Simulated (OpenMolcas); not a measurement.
Os VII: effect of the basis set

- Program: OpenMolcas
- Method: CASSCF
- Active space: 2 electrons in 5 orbitals (5d)
- State averaging: 2S+1 = 3 even, 10 roots; 2S+1 = 1 even, 15 roots
- Spin-orbit coupling: state interaction with AMFI integrals over the reference wave functions, term energies averaged over their components

A. ANO-R1 [7s5p4d2f], X2C, finite nucleus; cost roughly 6 core-seconds
B. ANO-RCC-VDZP [7s6p4d2f1g], DKH2, point nucleus; cost roughly 6 core-seconds
C. ANO-R2 [8s6p5d3f1g], X2C, finite nucleus; cost of the order of 7 core-seconds
D. ANO-RCC-VTZP [8s7p5d3f2g1h], DKH2, point nucleus; cost about 8 core-seconds
E. ANO-R3 [10s7p6d4f3g2h], X2C, finite nucleus; cost about 14 core-seconds
F. ANO-RCC-VQZP [9s8p6d4f3g2h], DKH2, point nucleus; cost of the order of 11 core-seconds

Energies in cm-1 above 5d2 3F2, the measured ground level; measured values from van het Hof, Joshi, Wyart and Sugar, J. Res. Natl. Inst. Stand. Technol. 100, 687 (1995).

```tsv
Level	A	B	C	D	E	F	Measured
5d2 3F2	0.0	0.0	0.0	0.0	0.0	0.0	0.0
5d2 3F3	10595	11086	10159	10284	9773	9751	10308
5d2 3P0	18309	18218	18122	17985	18213	18162	15837
5d2 3F4	19032	19708	18364	18513	17804	17756	
5d2 3P1	24728	25048	24215	24195	24001	23942	22098
5d2 1G4	34391	34937	33608	33605	33245	33149	31274
5d2 3P2 [56 %]	36486	37300	35508	35603	34919	34829	33127
5d2 1S0	65073	65260	64085	63762	64057	63849	57710
```

Deviations, from unrounded energies. A percentage is the sum of absolute deviations over the sum of measured energies, with the sign that they share, or ± where signs differ.

```tsv
Against measurement	Levels	A	B	C	D	E	F
mean absolute deviation (cm-1)	6	3200	3600	2600	2500	2500	2400
fine structure of the ground term (%)	1	+2.8	+7.6	-1.4	-0.2	-5.2	-5.4
other terms of the ground configuration (%)	5	+11.8	+12.9	+9.7	+9.4	+9.0	+8.7
```

D, E, F lie about equally close to measurement and B furthest from it. The largest miss of F in the table is 5d2 1S0, by +6100 cm-1. The ranking rests on the paired levels alone, and a cruder setting can come out closer through cancelling errors.

Among A to F the level of the table that moves most is 5d2 3P2 [56 %], by 2500 cm-1 (lowest in F, highest in B).

Without dynamic correlation excited terms often stand tens of per cent too high (terms of higher spin than the ground term too low), and those without a measured partner can miss by more than the paired ones. The basis is small and was not contracted for so high a charge (holds for A; B). Computed and measured levels are paired by configuration, term and J; levels that our copy of the source lacks, or whose pairing is in doubt (as where it misses far off the trend of its configuration), stay unpaired and out of the deviations. Only configurations of the active space appear. The table leaves out levels that lie high or whose names do not pair safely across all columns.

A share in square brackets marks a mixed level and gives the weight of the term that names it, the lowest over the columns.
